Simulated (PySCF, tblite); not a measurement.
Breaking a bond: BrF, singlet. Each curve is given relative to its own lowest point near equilibrium.

```tsv
R / Å	A	B	C	D
1.32	614.5	615.6	403.2	671.8
1.40	342.0	341.7	224.3	389.3
1.47	190.2	189.2	129.1	228.7
1.58	58.0	56.8	45.9	82.5
1.64	22.6	21.7	21.8	39.6
1.68	9.1	8.4	11.4	21.2
1.75	0.0	0.0	1.7	3.5
1.79	1.3	1.7	0.0	0.0
1.88	16.3	18.0	3.9	4.5
1.92	26.9	29.2	8.3	10.6
2.02	60.1	64.1	24.6	32.8
2.19	127.5	134.4	62.4	82.6
2.35	192.4	185.4	101.7	132.3
2.61	287.4	227.8	159.3	204.8
2.88	366.6	246.1	197.1	—
3.14	424.8	252.7	216.6	—
3.50	482.7	256.5	—	—
3.88	523.3	258.3	—	—
4.25	549.9	259.1	—	—
4.74	573.0	259.6	—	—
5.28	589.5	259.9	—	—
6.10	605.5	260.0	—	—
7.03	617.4	260.0	—	—
```

Energies in kJ/mol.

Q: Which curve belongs to which method? The methods are GFN2-xTB, 300 K electronic temperature in tblite; restricted BLYP/def2-TZVP run with PySCF 2.14.0; restricted CAM-B3LYP/def2-TZVP (PySCF); unrestricted wB97X-V/def2-TZVP (PySCF).

A: A is RKS-CAM-B3LYP; B is UKS-wB97X-V; C is GFN2-xTB; D is RKS-BLYP.

A dash means that the run gave no value there, or that the column was ended at a point which the program doubted or which failed a test of continuity chosen for this set; such a test can also cut sound points.

The unrestricted determinant behind UKS-wB97X-V is spin-contaminated at 2.19 to 7.03 Å (<S²> up to 1.0, against 0.00 for a pure singlet). The restricted form behind RKS-BLYP, RKS-CAM-B3LYP keeps the bonding electrons paired and can't separate into open-shell fragments. At the longest distance RKS-CAM-B3LYP leaves fractional charges on the fragments, a sign of delocalisation error or of the restricted form.
